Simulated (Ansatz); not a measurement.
A run for Ansatz (an electronic-structure program): R-wB97M-V/def2-TZVPP on AlBrH2 (SMILES [AlH2][Br]), atoms moved off the minimum.

Ansatz 0.2 input:
```yaml
crystal:
  periodic: [false, false, false]
  atoms:
    - {symbol: Al, position_ang: [-0.76322061, -1.43572359, 0.12069331]}
    - {symbol: H, position_ang: [-0.42806880, -2.45275774, 1.12804120]}
    - {symbol: H, position_ang: [-2.21507723, -1.41930909, -0.66425167]}
    - {symbol: Br, position_ang: [0.35193887, 0.54110252, -0.05590488]}
basis:
  gaussian:
    orbitals: def2-TZVPP
hamiltonian:
  xc: {name: wB97M-V}
scf: {lower_state_search: off}
output: {forces: true}
```

The log:

```
WARN ansatz: RAYON_NUM_THREADS=1 ignored (pool sized by the plan → 1); use --threads N
Functional definition: wB97M-V
these checks for a lower state are left out or cut short: stability, starts, cluster_reference, orbital_swaps, neighbouring_geometries, increment
integrals: 0.06 GiB planned
798 factors; their error is unknown
integrals: 0.09 GiB planned
157 factors; integrals over basis functions are off by at most 5.6e-5 eV
mean field: 0.50 GiB planned
mean field evaluation 1: about -76671.9356 eV, gradient 1.2e1 eV
mean field evaluation 2: about -76672.3192 eV, gradient 6.4e0 eV
mean field evaluation 4: about -76672.4156 eV, gradient 4.2e-1 eV
mean field evaluation 8: about -76672.6718 eV, gradient 2.7e-1 eV
mean field evaluation 16: about -76672.6718 eV, gradient 2.4e-4 eV
mean field -76672.67182934 eV, -2817.6687191246 hartree, gradient 3.8e-6 eV, S^2 0.000000; 0 other end points of the search recorded, 0 dependent functions left out
the calculation of the forces begins
reference -76672.67187264 eV, -2817.6687207160 hartree; 25, 25 occupied and 93, 93 virtual orbitals, 798 factors
Total energy: -76672.67187264 eV, -2817.6687207160 hartree
Atom 0 at    -0.763221    -1.435724     0.120693 Å, force    -1.653132     1.613914    -1.282927 eV/Å
Atom 1 at    -0.428069    -2.452758     1.128041 Å, force     0.631581    -1.127177     0.957657 eV/Å
Atom 2 at    -2.215077    -1.419309    -0.664252 Å, force     0.982051    -0.145083     0.321502 eV/Å
Atom 3 at     0.351939     0.541103    -0.055905 Å, force     0.039501    -0.341654     0.003769 eV/Å
Dipole moment:    -0.006211    -0.322957    -0.000919 e Å
Checks for a lower state left out: stability, starts, cluster_reference, orbital_swaps, neighbouring_geometries, increment
```

Self-consistency was reached.

Cost: roughly 6 core-seconds.
